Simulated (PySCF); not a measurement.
C₆H₁₁O (SMILES C[C](C)CC(C)=O), doublet, at a GFN2-xTB geometry; PySCF with CAMB3LYP/STO-3G.

Here is a job for PySCF.
```python
from pyscf import gto, scf, dft

mol = gto.Mole()
mol.atom = '''
    C    -0.975113    1.580979   -0.942033
    C    -0.962320    0.535226    0.110855
    C    -1.972279   -0.547389    0.090582
    C     0.153447    0.422744    1.075148
    C     1.003495   -0.561588    0.275716
    C     2.073049    0.068607   -0.578981
    O     0.775138   -1.754800    0.283907
    H    -1.969070    2.028752   -1.007776
    H    -0.256626    2.370870   -0.733048
    H    -0.757602    1.163877   -1.931766
    H    -2.621787   -0.472754   -0.777751
    H    -2.589349   -0.529728    0.993329
    H    -1.467994   -1.520467    0.079468
    H    -0.161809   -0.033175    2.013891
    H     0.674219    1.361812    1.249294
    H     1.659564    0.858654   -1.199860
    H     2.533238   -0.687463   -1.210241
    H     2.834436    0.506553    0.065476
'''
mol.basis = 'sto-3g'
mol.charge = 0
mol.spin = 1
mol.verbose = 4
mol.build()

mf = dft.UKS(mol)
mf.xc = 'camb3lyp'
mf.diis = False
mf.max_cycle = 100
mf.kernel()
```

Question: Write the output that PySCF gives for this input, abridged.

Answer: 
```
PySCF version 2.14.0

[INPUT] verbose = 4
[INPUT] num. atoms = 18
[INPUT] num. electrons = 55
[INPUT] charge = 0
[INPUT] spin (= nelec alpha-beta = 2S) = 1
[INPUT] symmetry False subgroup None
[INPUT] Mole.unit = angstrom
[INPUT] Symbol           X                Y                Z      unit          X                Y                Z       unit  Magmom
[...]
nuclear repulsion = 311.255805597986
number of shells = 32
number of NR pGTOs = 138
number of NR cGTOs = 46
basis = sto-3g
ecp = {}

******** <class 'pyscf.dft.uks.UKS'> ********
method = UKS
initial guess = minao
damping factor = 0
level_shift factor = 0
DIIS disabled
SCF conv_tol = 1e-09
SCF conv_tol_grad = None
SCF max_cycles = 100
direct_scf = True
direct_scf_tol = 1e-13
number electrons alpha = 28  beta = 27
XC library pyscf.dft.libxc version 7.1.2
    S. Lehtola, C. Steigemann, M. J. T. Oliveira, and M. A. L. Marques,  SoftwareX 7, 1–5 (2018)
XC functionals = camb3lyp
    T. Yanai, D. P. Tew, and N. C. Handy,  Chem. Phys. Lett. 393, 51 (2004)
radial grids:
    Treutler-Ahlrichs [JCP 102, 346 (1995); DOI:10.1063/1.469408] (M4) radial grids

becke partition: Becke, JCP 88, 2547 (1988); DOI:10.1063/1.454033
pruning grids: <function nwchem_prune>
grids dens level: 3
symmetrized grids: False
atomic radii adjust function: <function treutler_atomic_radii_adjust>
small_rho_cutoff = 0
Set gradient conv threshold to 3.16228e-05
tot grids = 206680
init E= -307.340145077062

cycle= 1 E= -306.163704878647  delta_E= 1.18  |g|= 0.474  |ddm|=  3.7
cycle= 2 E= -305.79189899455  delta_E= 0.372  |g|= 1.02  |ddm|= 1.71
cycle= 3 E= -305.768364056419  delta_E= 0.0235  |g|= 0.876  |ddm|= 2.15
cycle= 4 E= -303.87006656247  delta_E=  1.9  |g|= 1.89  |ddm|= 3.17
cycle= 5 E= -304.46247728692  delta_E= -0.592  |g|= 1.39  |ddm|= 3.79
cycle= 6 E= -291.468138490246  delta_E=   13  |g|= 3.09  |ddm|= 7.34
cycle= 7 E= -271.00581287365  delta_E= 20.5  |g|= 3.28  |ddm|= 12.2

cycle= 8 E= -228.630270079464  delta_E= 42.4  |g|= 2.44  |ddm|= 17.3
cycle= 9 E= -243.1724132895  delta_E= -14.5  |g|= 2.08  |ddm|=   19
cycle= 10 E= -224.51730211655  delta_E= 18.7  |g|=  1.6  |ddm|= 19.4
cycle= 11 E= -237.923666628428  delta_E= -13.4  |g|= 1.77  |ddm|= 19.7
cycle= 12 E= -224.368538329435  delta_E= 13.6  |g|=  1.7  |ddm|= 19.5
cycle= 13 E= -238.014851785804  delta_E= -13.6  |g|= 1.78  |ddm|= 19.5
cycle= 14 E= -224.341193531836  delta_E= 13.7  |g|=  1.7  |ddm|= 19.5
cycle= 15 E= -238.021009391604  delta_E= -13.7  |g|= 1.78  |ddm|= 19.5
[...]
cycle= 68 E= -224.339148224039  delta_E= 13.7  |g|=  1.7  |ddm|= 19.5
cycle= 69 E= -238.021482560649  delta_E= -13.7  |g|= 1.78  |ddm|= 19.5
cycle= 70 E= -224.339148224039  delta_E= 13.7  |g|=  1.7  |ddm|= 19.5
cycle= 71 E= -238.021482560649  delta_E= -13.7  |g|= 1.78  |ddm|= 19.5
cycle= 72 E= -224.339148224038  delta_E= 13.7  |g|=  1.7  |ddm|= 19.5
cycle= 73 E= -238.021482560649  delta_E= -13.7  |g|= 1.78  |ddm|= 19.5
cycle= 74 E= -224.339148224039  delta_E= 13.7  |g|=  1.7  |ddm|= 19.5
cycle= 75 E= -238.021482560649  delta_E= -13.7  |g|= 1.78  |ddm|= 19.5
cycle= 76 E= -224.339148224039  delta_E= 13.7  |g|=  1.7  |ddm|= 19.5
cycle= 77 E= -238.021482560649  delta_E= -13.7  |g|= 1.78  |ddm|= 19.5
cycle= 78 E= -224.339148224039  delta_E= 13.7  |g|=  1.7  |ddm|= 19.5
cycle= 79 E= -238.021482560649  delta_E= -13.7  |g|= 1.78  |ddm|= 19.5
cycle= 80 E= -224.339148224039  delta_E= 13.7  |g|=  1.7  |ddm|= 19.5
cycle= 81 E= -238.021482560649  delta_E= -13.7  |g|= 1.78  |ddm|= 19.5
cycle= 82 E= -224.339148224039  delta_E= 13.7  |g|=  1.7  |ddm|= 19.5
cycle= 83 E= -238.021482560649  delta_E= -13.7  |g|= 1.78  |ddm|= 19.5
cycle= 84 E= -224.339148224039  delta_E= 13.7  |g|=  1.7  |ddm|= 19.5
cycle= 85 E= -238.021482560649  delta_E= -13.7  |g|= 1.78  |ddm|= 19.5
cycle= 86 E= -224.339148224039  delta_E= 13.7  |g|=  1.7  |ddm|= 19.5
cycle= 87 E= -238.021482560649  delta_E= -13.7  |g|= 1.78  |ddm|= 19.5
cycle= 88 E= -224.339148224039  delta_E= 13.7  |g|=  1.7  |ddm|= 19.5
cycle= 89 E= -238.021482560649  delta_E= -13.7  |g|= 1.78  |ddm|= 19.5
cycle= 90 E= -224.339148224039  delta_E= 13.7  |g|=  1.7  |ddm|= 19.5
cycle= 91 E= -238.021482560649  delta_E= -13.7  |g|= 1.78  |ddm|= 19.5
cycle= 92 E= -224.339148224039  delta_E= 13.7  |g|=  1.7  |ddm|= 19.5
cycle= 93 E= -238.021482560649  delta_E= -13.7  |g|= 1.78  |ddm|= 19.5
cycle= 94 E= -224.33914822404  delta_E= 13.7  |g|=  1.7  |ddm|= 19.5
cycle= 95 E= -238.021482560649  delta_E= -13.7  |g|= 1.78  |ddm|= 19.5
cycle= 96 E= -224.339148224039  delta_E= 13.7  |g|=  1.7  |ddm|= 19.5
cycle= 97 E= -238.021482560649  delta_E= -13.7  |g|= 1.78  |ddm|= 19.5
cycle= 98 E= -224.339148224039  delta_E= 13.7  |g|=  1.7  |ddm|= 19.5
cycle= 99 E= -238.021482560649  delta_E= -13.7  |g|= 1.78  |ddm|= 19.5
cycle= 100 E= -224.339148224039  delta_E= 13.7  |g|=  1.7  |ddm|= 19.5
SCF not converged.
SCF energy = -224.339148224039 after 100 cycles  <S^2> = 0.75626194  2S+1 = 2.0062522
```

The run did not converge; its last values are not results.
